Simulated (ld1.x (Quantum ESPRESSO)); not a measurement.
**palladium (Pd), RRKJ: configuration errors across variants**

```
Element                 : palladium
Generator               : ld1.x (Quantum ESPRESSO) 7.5
Type                    : norm-conserving RRKJ (Kleinman–Bylander form)
Functional              : LDA (PZ)
Relativity              : fully relativistic
Frozen core             : [Ar] 3d10
Valence charge          : 18
Reference configuration : 4s2 4p6 4d8 5s0 5p0 (charge +2)
Partial waves           : 4s (bound): rc 1.10 bohr; 4p (bound): rc 1.65 bohr; 4d (bound): rc 1.20 bohr
Local potential         : the d channel
Core correction         : a·sin(br)/r model core, default radius (core density twice the valence density)
rho0                    : 0.001
```

Open shells are filled in proportion to 2j + 1 (rel_dist='average').

All-electron excitation energies from the reference (eV): (1) 4s2 4p6 4d10 5s0 5p0 -30.475; (2) 4s2 4p6 4d9 5s0 5p0 -21.082; (3) 4s2 4p6 4d7 5s0 5p0 34.593; (4) 4s2 4p6 4d9 5s0 5p1 -25.158; (5) 4s2 4p6 4d8 5s1 5p0 -16.674; (6) 4s2 4p6 4d6 5s0 5p0 84.140; (7) 4s2 4p6 4d9.5 5s0 5p0 -27.103.

1 further variants failed, have other tests or too few solved ones, and are left out.

The file “base” misses its own reference levels by 0.3 eV. The file “wave 4p (bound): rc 1.65 bohr becomes 4p (bound): rc 1.26 bohr” misses its own reference levels by 0.3 eV. The file “wave 4p (bound): rc 1.65 bohr becomes 4p (bound): rc 1.40 bohr” misses its own reference levels by 0.3 eV. The file “wave 4p (bound): rc 1.65 bohr becomes 4p (bound): rc 1.56 bohr” misses its own reference levels by 0.3 eV. The file “wave 4p (bound): rc 1.65 bohr becomes 4p (bound): rc 1.72 bohr” misses its own reference levels by 0.3 eV. The file “wave 4p (bound): rc 1.65 bohr becomes 4p (bound): rc 1.82 bohr” misses its own reference levels by 0.3 eV. The file “wave 4p (bound): rc 1.65 bohr becomes 4p (bound): rc 2.04 bohr” misses its own reference levels by 0.3 eV. The file “wave 4p (bound): rc 1.65 bohr becomes 4p (bound): rc 2.16 bohr” misses its own reference levels by 0.3 eV. The file “wave 4p (bound): rc 1.65 bohr becomes 4p (bound): rc 2.28 bohr” misses its own reference levels by 0.3 eV.

Errors AE − PS in meV (a dash: test not solved or not reliable):

```tsv
change	(1)	(2)	(3)	(4)	(5)	(6)	(7)	bound ghosts
base	-4.4	-1.5	+6.8	+28	-24	+31	-2.4	none
wave 4p (bound): rc 1.65 bohr becomes 4p (bound): rc 1.26 bohr	-4.9	-1.9	+5.2	-0.1	-24	+20	-3.0	not determined
wave 4p (bound): rc 1.65 bohr becomes 4p (bound): rc 1.40 bohr	-4.8	-1.8	+5.7	+11	-24	+24	-2.8	none
wave 4p (bound): rc 1.65 bohr becomes 4p (bound): rc 1.56 bohr	-4.5	-1.5	+6.6	+23	-24	+29	-2.5	none
wave 4p (bound): rc 1.65 bohr becomes 4p (bound): rc 1.72 bohr	-4.2	-1.4	+7.0	+29	-24	+32	-2.4	none
wave 4p (bound): rc 1.65 bohr becomes 4p (bound): rc 1.82 bohr	-4.4	-1.4	+6.8	+25	-24	+30	-2.6	none
wave 4p (bound): rc 1.65 bohr becomes 4p (bound): rc 2.04 bohr	-6.9	-2.6	+3.9	-30	-24	+16	-4.5	none
wave 4p (bound): rc 1.65 bohr becomes 4p (bound): rc 2.16 bohr	-9.2	-3.8	+1.7	-76	-24	+3.3	-6.3	none
wave 4p (bound): rc 1.65 bohr becomes 4p (bound): rc 2.28 bohr	-12	-5.1	-1.3	-138	-24	-13	-8.6	none
```

**Question.** Give the same row for: wave 4p (bound): rc 1.65 bohr becomes 4p (bound): rc 2.52 bohr.

**Answer.** -23, -9.6, -11, -308, -25, -61, -17; bound ghosts: none.
